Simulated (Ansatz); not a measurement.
Molecule: sum formula SiH$_{2}$Cl, charge -1, multiplicity 1. It need not be the lowest isomer of its formula. Whether it binds its extra electron was not tested at this geometry. 
Coordinates optimised at B3LYP-D3(BJ)/def2-TZVP (Ansatz, a quantum-chemistry and plane-wave program):
SMILES: [SiH2-]Cl
```xyz
4

Si    -1.1307    -0.2144    -0.1979
Cl     1.1042     0.1181     0.1016
H     -1.4823     1.2836    -0.2625
H     -1.4583    -0.2895     1.3051
```
Charge -1, spin multiplicity 1.

Total electronic energies in hartree. Valence correlation only, unless marked. No spin-orbit coupling. Non-relativistic. CBS marks a two-point X^-3 extrapolation of the correlation energy; Hartree-Fock from the larger set. [CCSD(T)-MP2]/basis is that difference in the basis named.

```tsv
level	program	energy (Eh)
HF/6-31G	Ansatz	-749.54640
PBE-QIDH/def2-TZVPD	Ansatz	-750.52023
MP2/6-31G	Ansatz	-749.63737
MP2/aug-cc-pV(D+d)Z	Ansatz	-749.91299
RI-MP2/aug-cc-pV(T+d)Z	Ansatz	-750.00201
RI-MP2/CBS(aug-cc-pV(T+d)Z,aug-cc-pV(Q+d)Z)	Ansatz	-750.0526
CCSD/cc-pV(D+d)Z	Ansatz	-749.91309
RI-MP2/CBS(aug-cc-pV(T+d)Z,aug-cc-pV(Q+d)Z)+[CCSD(T)-MP2]/aug-cc-pV(D+d)Z	Ansatz	-750.0985
CCSD(T)/CBS(def2-TZVPPD,def2-QZVPPD)	Ansatz	-750.1030
```

Totals of different functionals don't rank their quality; only differences between species are comparable.
